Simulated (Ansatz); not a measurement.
`C[S][AlH][Cl]` + H₂ → `C[S][AlH2]` + HCl at 500 K and 1 bar (hydrogenolysis of the Al–Cl bond).

Calculated with Ansatz (gas phase, PBE0-D4/def2-TZVP geometries, no zero-point term in ΔE). CCSD(T)/CBS is the MP2 limit (def2-TZVPP, def2-QZVPP) plus CCSD(T) − MP2 in def2-TZVPP, frozen cores. This one scheme is used for every species. Each species was taken in one conformer, which may not be the lowest.

| species | CCSD(T)/CBS energy (Eh) | H − E (kJ/mol) | S (J/(mol·K)) |
| --- | --- | --- | --- |
| `C[S][AlH][Cl]` | -1140.13367 | 166.7 | 399.8 |
| H₂ | -1.17544 | 41.0 | 145.5 |
| `C[S][AlH2]` | -680.87163 | 174.7 | 359.1 |
| HCl | -460.38127 | 32.5 | 201.9 |

H − E and S are ideal-gas, rigid-rotor, harmonic terms from PBE0-D4/def2-TZVP, for one conformer and one mirror image of each species. The MP2-based limit puts H₂ 0.8 mEh under its directly extrapolated value; such offsets cancel only in part. 1 Eh = 2625.50 kJ/mol, R = 8.31446 J/(mol·K).

**Question.** By hand: ΔE, ΔH, ΔS and ΔG.

**Answer.** ΔE = (-680.87163) + (-460.38127) − (-1140.13367) − (-1.17544) = 0.05621 Eh = 147.6 kJ/mol. Δ(H − E) = 174.7 + 32.5 − 166.7 − 41.0 = -0.5, so ΔH = 147.1 kJ/mol. ΔS = 359.1 + 201.9 − 399.8 − 145.5 = 15.7 J/(mol·K). ΔG = 147.1 − 500 × (15.7)/1000 = 139.2 kJ/mol.

**Question.** By hand: the equilibrium constant, and the temperature at which ΔG would vanish if ΔH and ΔS stayed fixed.

**Answer.** log₁₀ K = −ΔG/(RT ln 10) = -14.5. ΔG = 0 at ΔH/ΔS = 9369 K, far beyond where these terms or the molecules hold.

ΔH outweighs TΔS. A doubt of 5 kJ/mol in ΔE shifts log₁₀ K by 0.5 here. Other conformers and mirror images would add mixing entropy, several J/(mol·K) or more a flexible species. These are equilibria of isolated gas molecules and say nothing of rates. Largest T1 diagnostic: 0.011 (customary marks: 0.02 for closed shells, 0.045 for open ones).
